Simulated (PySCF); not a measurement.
**Dipole response of Sb⁺ (antimony, charge +1)**

[Kr] 4d10 5s2 5p2, high-spin 3P determinant. Computed with PySCF 2.14 in aug-cc-pVTZ-DK3 (8s7p5d2f, 68 functions), with the spin-free X2C one-electron Hamiltonian (Gaussian nucleus). Coupled (time-dependent) response in atomic units; α is the mean over directions.

```tsv
method	mean α (bohr³)	α xx, yy, zz	C₆ (like pair)	S(−4)
UHF	25.74	24.24, 26.49, 26.49	209.0	169.2
PBE	25.50	23.25, 26.62, 26.62	204.3	175.4
PBE0	25.22	23.28, 26.18, 26.18	202.2	166.6
B3LYP	25.06	22.98, 26.11, 26.11	199.7	167.1
```

S(−4) is the Cauchy moment in α(ω) = α(0) + S(−4) ω² + …

Spin-orbit coupling is absent.

α(iu) at PBE:

| u (hartree) | α(iu) (bohr³) |
| --- | --- |
| 0 | 25.50 |
| 0.0500 | 25.07 |
| 0.100 | 23.87 |
| 0.200 | 20.19 |
| 0.300 | 16.27 |
| 0.500 | 10.42 |
| 0.750 | 6.465 |
| 1.00 | 4.421 |
| 1.50 | 2.508 |
| 2.00 | 1.647 |
| 3.00 | 0.8762 |
| 5.00 | 0.3660 |

A single London oscillator, α(iu) = α/(1 + u²/ω²), gives C₆ = (3/4) ω α². Matching the computed C₆ needs ω = 4 × 204.3 / (3 × 25.50²) = 0.419 hartree.

For an ion, C₆ is the dispersion term alone; charge-induced terms of lower order in 1/R come first.

The components differ because the open shell of this determinant is not spherical; for a pure term their mean is the scalar polarisability.
